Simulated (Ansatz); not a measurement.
Reaction (redistribution): `C[O][In]([OH])[SH]` + `BCC(C)C` → `C[CH](C)[In]([OH])[SH]` + `BCOC`

Calculated with Ansatz (gas phase, PBE0-D4/def2-TZVP geometries, no zero-point term in ΔE). CBS: MP2 limit from def2 TZ/QZ plus the TZ coupled-cluster correction, frozen cores. Functionals use def2-TZVPP. B3LYP here is the variant with VWN-RPA as its local correlation; programs differ in this. def2 core potentials past Kr. For In outer-core shells are correlated without core-valence functions, which leaves a few kJ/mol of doubt a bond. One conformer a species, not always the lowest.

`C[O][In]([OH])[SH]`:

Z-matrix (Å, degrees):
```
C
O 1 1.409
H 1 1.095 2 108.5
H 1 1.097 2 113.5 3 119.8
H 1 1.097 2 111.3 3 -118.5
In 2 1.970 1 121.7 3 -151.3
S 6 2.362 2 119.9 1 -176.1
O 6 1.978 2 113.7 1 5.0
H 7 1.345 6 91.9 2 0.9
H 8 0.960 6 113.4 2 178.3
```

`BCC(C)C`:

Cartesian coordinates in Å:
```
B 1.218 -1.883 0.245
C 1.027 -0.347 0.212
C -0.393 0.211 0.261
C -0.400 1.715 0.493
C -1.145 -0.144 -1.014
H 2.287 -2.364 -0.007
H 0.331 -2.616 0.586
H 1.587 -0.036 1.118
H 1.601 0.115 -0.603
H -0.910 -0.268 1.101
H -1.419 2.108 0.543
H 0.116 2.234 -0.322
H 0.108 1.977 1.425
H -0.656 0.302 -1.887
H -2.174 0.222 -0.986
H -1.179 -1.226 -1.166
```

`C[CH](C)[In]([OH])[SH]`:

Cartesian coordinates in Å:
```
C -0.006 -0.752 -1.598
C 0.269 0.415 -0.662
C 1.752 0.571 -0.357
In -0.895 0.248 1.161
O -2.319 -1.124 1.435
S -0.760 1.541 3.157
H -1.064 -0.836 -1.861
H 0.554 -0.632 -2.534
H 0.304 -1.706 -1.162
H -0.094 1.338 -1.125
H 1.959 1.431 0.284
H 2.319 0.709 -1.286
H 2.163 -0.315 0.136
H -2.442 -1.708 0.683
H -1.741 0.820 3.729
```

`BCOC`:

Z-matrix (Å, degrees):
```
C
O 1 1.402
B 1 1.546 2 115.0
H 1 1.110 2 111.1 3 122.7
H 1 1.109 2 111.1 3 -122.8
C 2 1.400 1 112.7 3 -180.0
H 3 1.194 1 122.2 2 0.0
H 3 1.197 1 117.6 2 -180.0
H 6 1.090 2 107.7 1 -180.0
H 6 1.100 2 111.5 1 -60.5
H 6 1.100 2 111.5 1 60.5
```

Is it downhill or uphill in electronic energy at CCSD(T)/CBS, and by how much? (An estimate is asked.)

Ansatz gave: Uphill: ΔE = +0.90 eV.

What do these levels give: B3LYP-D4, ωB97X-V, B3LYP, CCSD(T)/def2-TZVPP, MP2/def2-QZVPP, HF/CBS(def2)? (Best estimate.)

Computed: B3LYP-D4 0.81, ωB97X-V 0.88, B3LYP 0.80, CCSD(T)/def2-TZVPP 0.87, MP2/def2-QZVPP 0.91, HF/CBS(def2) 0.95 eV.

Largest T1 diagnostic among the species: 0.016.

From PBE to PBE0 (25 % exact exchange), in def2-TZVPP and without D4, ΔE moves by +0.03 eV. In def2-TZVPP, CCSD(T) changes the Hartree–Fock value by −0.06 eV (the triples alone add −0.00 eV) and MP2 by −0.04 eV.
